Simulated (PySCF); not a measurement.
Some computed properties have been withheld. Give your best values.

C7H10F3P.
Structure used (GFN2-xTB), in Å, numbered top down from 1:
```
atom  x, y, z in Å
C1     3.3062   -1.3366    0.8237
C2     2.1553   -0.7940    0.1467
C3     1.1994   -0.2864   -0.3849
P4    -0.1995    0.2956   -1.2769
C5    -1.1636    1.0339    0.1372
C6    -1.7705   -0.0567    1.0149
C7    -2.7617   -0.9197    0.2471
C8     0.6262    1.9280   -1.7772
F9    -0.2735    2.7752   -2.3070
F10    1.2213    2.5911   -0.7714
F11    1.5671    1.7243   -2.7097
H12    3.9019   -1.9229    0.1247
H13    3.9181   -0.5281    1.2227
H14    2.9861   -1.9790    1.6436
H15   -0.5013    1.6728    0.7297
H16   -1.9557    1.6531   -0.2961
H17   -2.2738    0.4147    1.8626
H18   -0.9685   -0.6854    1.4109
H19   -2.2617   -1.4205   -0.5817
H20   -3.1929   -1.6774    0.8967
H21   -3.5676   -0.3104   -0.1561
```

```csv
property,level,value
point group of the GFN2-xTB geometry,GFN2-xTB,C1
"rotational constants A, B, C of the GFN2-xTB geometry",GFN2-xTB,"0.893, 0.802, 0.492 GHz"
dipole moment,PBE0/pcSseg-1,3.27 D
HOMO energy,PBE0/pcSseg-1,?
LUMO energy,PBE0/pcSseg-1,?
13C chemical shifts (computed TMS as zero) by class,GIAO PBE0/pcSseg-1,?
1H chemical shifts (computed TMS as zero) by class,GIAO PBE0/pcSseg-1,"2.22 (H15/H16), 2.22 (H12/H13/H14), 1.82 (H17/H18), 1.18 (H19/H20/H21) ppm"
"isotropic shieldings of nuclei other than C and H, by class",GIAO PBE0/pcSseg-1,"243 (F9/F10/F11), 372 (P4) ppm"
```

Electronic properties: PySCF, gas phase, density fitting. GFN2-xTB frequencies show an imaginary mode (28i cm⁻¹), so this geometry is no minimum at that level. NMR classes are plain means over equivalent atoms (diastereotopic ones count apart unless rotation or inversion swaps them), as if these changed places fast; in this geometry the members of some classes differ.

Q: Give the 13C chemical shifts (computed TMS as zero) by class.

A: 142.0 (C8), 114.8 (C2), 77.8 (C3), 33.6 (C5), 21.4 (C6), 16.7 (C7), 6.1 (C1) ppm.

Q: Give the HOMO energy.

A: -7.11 eV.

Q: Give the LUMO energy.

A: -0.36 eV.

 With B = h/(8π²I), that is 505.379 GHz u Å² over I, the principal moments of inertia are 566.2, 630.0 and 1026.7 u Å² (most abundant isotopes); the inertial defect Ic − Ia − Ib is -169.5 u Å² (zero for a rigid planar frame, negative otherwise). The dipole matches unit charges of opposite sign 0.68 Å apart (1 e·Å = 4.8032 D). The rotational constants make it an asymmetric top with κ = (2B − A − C)/(A − C) = 0.55, nearer the oblate limit (+1).

One conformer stands for the species.
